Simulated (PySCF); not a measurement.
B$_{2}$H$_{4}$NSi (calculated)

All values are calculated (PySCF 2.14.0). Calculation on a computer-drawn molecule: the log of a Hartree-Fock and frozen-core CCSD(T) single point meant for a local Hartree-Fock minimum, with one planted fault or none, to be diagnosed. Offsets are logged minus clean, where the clean run is the same molecule without the fault. The reference is restricted for singlets and unrestricted otherwise, and also for a bond in bohr or an excited solution. Adding or removing an electron swaps singlet and doublet. The excited solution moves the top pair (singlet) or top alpha electron (doublet) to the lowest empty orbital. Highest occupied and lowest empty are orbital energies over both spins, largest force is the largest gradient component, triples share is (T) over the correlation energy, the T1 limit is 0.02 restricted and 0.045 unrestricted, electrons count all cores, a negative frequency is imaginary (commonest isotopes), and the dipole is about the centre of nuclear charge.

```xyz
8
formula=B2H4NSi meant_charge=1 meant_multiplicity=1 meant_basis=cc-pV(D+d)Z logged_electrons=35 logged_basis_functions=85 logged_SCF_converged=yes logged_spin_squared=0.7775 logged_highest_occupied=-8.2165 logged_lowest_empty=0.94506 logged_largest_force=0.033594 logged_T1_diagnostic=0.016777 logged_D1_diagnostic=0.053495 logged_triples_share=0.035351 logged_CC_converged=yes logged_dipole_magnitude=1.8358 logged_SCF_stable_within_its_kind=yes logged_energy_HF=-395.07543 logged_energy_CCSD(T)=-395.53563 possible_faults=no_fault,one_electron_removed,one_electron_added,multiplicity_raised_by_two,geometry_at_a_saddle_point,SCF_held_on_an_excited_solution,minimal_basis_STO-3G,one_bond_length_entered_in_bohr,all_coordinates_scaled planted_fault=one_electron_added HF_energy_offset_from_clean_run=-171 CCSD(T)_energy_offset_from_clean_run=-175.5
B     -0.7536     0.5677    -0.3324
N     -0.4080    -0.2966    -1.4254
B     -0.1123    -1.0373    -2.3627
Si     0.3575    -2.2134    -3.8511
H     -0.8351     1.7367    -0.5467
H     -0.9419     0.0732     0.7350
H     -0.6789    -2.8010    -4.6980
H      1.7542    -2.5276    -4.1459
```

Units: logged_highest_occupied, logged_lowest_empty in eV; logged_largest_force in hartree/bohr; logged_dipole_magnitude in debye; logged_energy_HF, logged_energy_CCSD(T) in hartree; HF_energy_offset_from_clean_run, CCSD(T)_energy_offset_from_clean_run in kcal/mol.

Drawn bonds:
```csv
atom,other atom,order
1,2,1
2,3,2
3,4,1
1,5,1
1,6,1
4,7,1
4,8,1
```
